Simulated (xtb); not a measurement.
Input file for xtb: GFN2-xTB on HLaO (SMILES [OH][La]), 2S+1 = 3, a spin state set in the input, which need not be the lowest.

```
$ xtb mol.xyz --gfn 2 --sp --chrg 0 --uhf 2
3

La    -1.13297881    -0.89774894    -0.99149612
O      0.24135504     0.22146101     0.19437395
H      0.85845505     0.72365953     0.72680254
```

The head of its log:

```
[...]
           -------------------------------------------------
          |                Calculation Setup                |
           -------------------------------------------------



           -------------------------------------------------
          |                 G F N 2 - x T B                 |
           -------------------------------------------------

        Reference                      10.1021/acs.jctc.8b01176
      * Hamiltonian:
        H0-scaling (s, p, d)           1.850000    2.230000    2.230000
        zeta-weighting                 0.500000
      * Dispersion:
        s8                             2.700000
        a1                             0.520000
        a2                             5.000000
        s9                             5.000000
      * Repulsion:
        kExp                           1.500000    1.000000
        rExp                           1.000000
      * Coulomb:
        alpha                          2.000000
        third order                    shell-resolved
        anisotropic                    true
        a3                             3.000000
        a5                             4.000000
        cn-shift                       1.200000
        cn-exp                         4.000000
        max-rad                        5.000000


          ...................................................
          :                      SETUP                      :
          :.................................................:
          :  # basis functions                  15          :
          :  # atomic orbitals                  14          :
          :  # shells                            6          :
          :  # electrons                        10          :
          :  max. iterations                   250          :
          :  Hamiltonian                  GFN2-xTB          :
          :  restarted?                      false          :
          :  GBSA solvation                  false          :
          :  PC potential                    false          :
          :  electronic temp.          300.0000000     K    :
          :  accuracy                    1.0000000          :
          :  -> integral cutoff          0.2500000E+02      :
          :  -> integral neglect         0.1000000E-07      :
          :  -> SCF convergence          0.1000000E-05 Eh   :
          :  -> wf. convergence          0.1000000E-03 e    :
          :  Broyden damping             0.4000000          :
          :  net charge                          0          :
          :  unpaired electrons                  2          :
          ...................................................

 iter      E             dE          RMSdq      gap      omega  full diag
   1      0.9777850  0.977785E+00  0.437E+01    0.02       0.0  T
   2     -4.3452482 -0.532303E+01  0.214E+01    0.00       1.0  T
```

**Question.** Predict the final total energy.

**Answer.** -5.7021 hartree.
